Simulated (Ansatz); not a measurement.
Geometry optimisation, RHF/def2-SVP in Ansatz.

Input:

```yaml
crystal:
  periodic: [false, false, false]
  atoms:
    - { symbol: Ge, position_ang: [0.0, 0.0, 0.0] }
    - { symbol: O, position_ang: [0.0, 0.0, 2.12] }
    - { symbol: H, position_ang: [-0.9095, -0.2814, 2.4571] }
    - { symbol: H, position_ang: [1.4616, 0.0, -0.5162] }
    - { symbol: H, position_ang: [-0.73, 1.2648, -0.5162] }
    - { symbol: H, position_ang: [-0.73, -1.2648, -0.5162] }
    - { symbol: S, position_ang: [1.3309, -2.021, 0.8041] }
    - { symbol: H, position_ang: [0.5459, -3.1743, 0.6869] }
    - { symbol: H, position_ang: [0.6921, -1.0511, 1.9464] }
basis:
  gaussian: { orbitals: def2-SVP }
hamiltonian:
  xc: hf
relax:
  f_tol: 0.15
  max_steps: 25
  restrain:
    - { distance: [0, 6], at: 3.45, k: 30.0 }
    - { distance: [8, 1], at: 2.21, k: 30.0 }
    - { distance: [0, 1], at: 1.77, k: 30.0 }
    - { distance: [8, 6], at: 1.4, k: 30.0 }
output:
  orbitals: {}
```

Command:

```bash
$ ansatz run input.yaml --threads 1 --pin off --max-ram 2048MiB --backend cpu --events-out ev --progress --plain --runs-dir out
```

Problem. Where does it end, and by what steps?

Solution. The forces met the threshold. The restraints hold the end off the free minimum; the threshold counts their pulls, which the force column leaves out. Restrained pairs: Ge1–S7 (2.55 → 3.46 Å), O2–H9 (1.27 → 2.21 Å), Ge1–O2 (2.12 → 1.77 Å), S7–H9 (1.63 → 1.37 Å). After 8 steps the energy has fallen by 3.122 eV (the restraints' own energy left out); H9 moved furthest, 0.79 Å.

```json
{"step": "0", "energy less start (eV)": "0.0000", "largest force component (eV/Å)": "3.310", "accepted": "yes"}
{"step": "1", "energy less start (eV)": "-0.8338", "largest force component (eV/Å)": "2.492", "accepted": "yes"}
{"step": "2", "energy less start (eV)": "-1.6248", "largest force component (eV/Å)": "3.943", "accepted": "yes"}
{"step": "3", "energy less start (eV)": "-2.4790", "largest force component (eV/Å)": "2.789", "accepted": "yes"}
{"step": "4", "energy less start (eV)": "-3.0036", "largest force component (eV/Å)": "0.784", "accepted": "yes"}
{"step": "5", "energy less start (eV)": "-3.0659", "largest force component (eV/Å)": "0.712", "accepted": "yes"}
{"step": "6", "energy less start (eV)": "-3.0759", "largest force component (eV/Å)": "0.769", "accepted": "yes"}
{"step": "7", "energy less start (eV)": "-3.1134", "largest force component (eV/Å)": "0.731", "accepted": "yes"}
{"step": "8", "energy less start (eV)": "-3.1220", "largest force component (eV/Å)": "0.785", "accepted": "yes"}
```

```xyz
9
Properties=species:S:1:pos:R:3
Ge -0.149 0.212 -0.016
O -0.204 0.049 1.750
H -1.058 0.108 2.151
H 1.320 0.339 -0.393
H -0.897 1.511 -0.378
H -0.854 -0.962 -0.691
S 1.643 -2.588 0.953
H 0.707 -3.504 1.224
H 1.154 -1.693 1.867
```

Run time: 25 s on 1 thread of Arm Neoverse V1, on a shared host, peak memory 0.19 GiB.
